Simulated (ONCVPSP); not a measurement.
Configuration tests for W (ONCV)

tungsten (W), optimised norm-conserving Vanderbilt (ONCV), made with ONCVPSP 4.0.1 (PBE, fully relativistic). Core [Kr] 4d10 4f14, reference 5s2 5p6 5d4 6s2. Waves: 5s+6s: rc 1.45 bohr, ncon 3, nbas 8, qcut 7.3 1/bohr, 3 projectors, debl 0.4 Ha; 5p: rc 1.85 bohr, ncon 4, nbas 8, qcut 8.6 1/bohr, 2 projectors, debl 3 Ha; 5d: rc 1.95 bohr, ncon 5, nbas 9, qcut 4.7 1/bohr, 2 projectors, debl 2.9 Ha. Local part: polynomial inside 1.15 bohr (lpopt 1, dvloc0 3 Ha). Core correction: Teter function, fcfact 3.5, rcfact 1.2.

Open shells are filled in proportion to 2j + 1.

Energies are relative to the spin-unpolarised reference configuration 5s2 5p6 5d4 6s2; without spin polarisation the order of configurations can differ from experiment.

(1) Give the all-electron excitation energy and the error of the potential for: 5s2 5p6 5d4 6s1; 5s2 5p6 5d4 6s0; 5s2 5p6 5d3 6s0; 5s2 5p6 5d4 6s0 6p1.

Levels in the configuration 5s2 5p6 5d3 6s0:

```csv
level,all-electron (eV),pseudo (eV)
5s j=1/2,-107.745,-107.838
5p j=3/2,-68.991,-69.047
5p j=1/2,-78.980,-79.056
5d j=5/2,-30.701,-30.699
5d j=3/2,-31.660,-31.660
```

## Answers

(1)

```tsv
valence configuration	charge	ΔE all-electron (eV)	error AE − PS (meV)
5s2 5p6 5d4 6s1	+1	8.889	+1.2
5s2 5p6 5d4 6s0	+2	24.571	+8.5
5s2 5p6 5d3 6s0	+3	49.943	+13
5s2 5p6 5d4 6s0 6p1	+1	14.289	+3.7
```

These tests converged, but a pseudo level misses the all-electron one widely, so the file describes the atom poorly there or has found another state: 5s2 5p6 5d4 6s0 6p1: empty 6s by 6.2 eV.
